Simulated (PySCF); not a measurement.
C4H10In, SMILES C[CH2][In+][CH2]C, charge +1. Atoms are numbered in the order given.

```xyz
15

In     0.0000     0.0000    -0.0021
C      0.6899     2.0298    -0.0024
C     -0.4217     3.0713     0.0080
H      1.3334     2.1071    -0.8945
H      1.3462     2.1031     0.8807
H     -1.0563     3.0091     0.9041
H     -1.0692     3.0131    -0.8791
H      0.0315     4.0754     0.0070
C     -0.6899    -2.0298    -0.0024
C      0.4217    -3.0713     0.0080
H     -1.3334    -2.1071    -0.8945
H     -1.3462    -2.1031     0.8807
H      1.0563    -3.0091     0.9041
H      1.0692    -3.0131    -0.8791
H     -0.0315    -4.0754     0.0070
```
Charge +1, spin multiplicity 1.

Coordinates come from a PBE0-D3(BJ)/def2-SVP optimisation. The spin state was assumed, not searched. The isomer is the one that the SMILES or the coordinates give; other isomers of the formula were not compared. The def2 effective core potentials stand for the cores of In; spin–orbit coupling is left out. The values are those of a single conformer.

Level of theory: CAM-B3LYP/def2-TZVP (PySCF).

ESP charges are fitted to the potential on shells at 1.4 to 2.0 van der Waals radii. Atomic charges (e):

| atom | ESP fit | Mulliken | Löwdin |
|---|---|---|---|
| In1 | 0.80 | ___ | 0.98 |
| C2 | -0.06 | -0.33 | -0.41 |
| C3 | -0.29 | ___ | -0.31 |
| H4 | 0.06 | ___ | 0.16 |
| H5 | 0.06 | ___ | 0.16 |
| H6 | 0.09 | 0.15 | 0.13 |
| H7 | 0.09 | 0.15 | 0.13 |
| H8 | 0.14 | 0.18 | 0.14 |
| C9 | -0.06 | -0.33 | -0.41 |
| C10 | -0.29 | ___ | -0.31 |
| H11 | 0.06 | ___ | 0.16 |
| H12 | 0.06 | ___ | 0.16 |
| H13 | 0.09 | 0.15 | 0.13 |
| H14 | 0.09 | 0.15 | 0.13 |
| H15 | 0.14 | 0.18 | 0.14 |

Task: Complete the blanks. (An estimate is asked for; the answer gives what the named calculation found.)

Result: 
- In1, Mulliken: 0.81
- C3, Mulliken: -0.39
- H4, Mulliken: 0.17
- H5, Mulliken: 0.17
- C10, Mulliken: -0.39
- H11, Mulliken: 0.17
- H12, Mulliken: 0.17
